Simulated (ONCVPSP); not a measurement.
## Configuration tests for aluminium (Al) (ONCV)

```json
{"Element": "aluminium", "Generator": "ONCVPSP 4.0.1", "Type": "optimised norm-conserving Vanderbilt (ONCV)", "Functional": "PBE", "Relativity": "scalar-relativistic", "Frozen core": "[He]", "Valence charge": "11", "Reference configuration": "2s2 2p6 3s1.5 3p1.5", "Partial waves": "2s+3s: rc 1.30 bohr, ncon 3, nbas 8, qcut 8.1 1/bohr, 2 projectors; 2p+3p: rc 1.20 bohr, ncon 4, nbas 8, qcut 13.9 1/bohr, 2 projectors", "Local potential": "polynomial inside 0.95 bohr (lpopt 2, dvloc0 0 Ha)", "Core correction": "none"}
```

Energies are relative to the spin-unpolarised reference configuration 2s2 2p6 3s1.5 3p1.5; without spin polarisation the order of configurations can differ from experiment.

Task: Give the all-electron excitation energy and the error of the potential for: 2s2 2p6 3s2 3p1; 2s2 2p6 3s2 3p0; 2s2 2p6 3s1 3p0; 2s2 2p6 3s1 3p2.

Result:

```csv
valence configuration,charge,ΔE all-electron (eV),error AE − PS (meV)
2s2 2p6 3s2 3p1,0,-2.546,0.0
2s2 2p6 3s2 3p0,+1,3.215,+0.7
2s2 2p6 3s1 3p0,+2,22.441,+0.4
2s2 2p6 3s1 3p2,0,2.593,-0.1
```

Levels in the configuration 2s2 2p6 3s2 3p0:

```
level  all-electron (eV)  pseudo (eV)
   2s           -116.503     -116.480
   2p            -77.992      -77.951
   3s            -14.811      -14.809
```
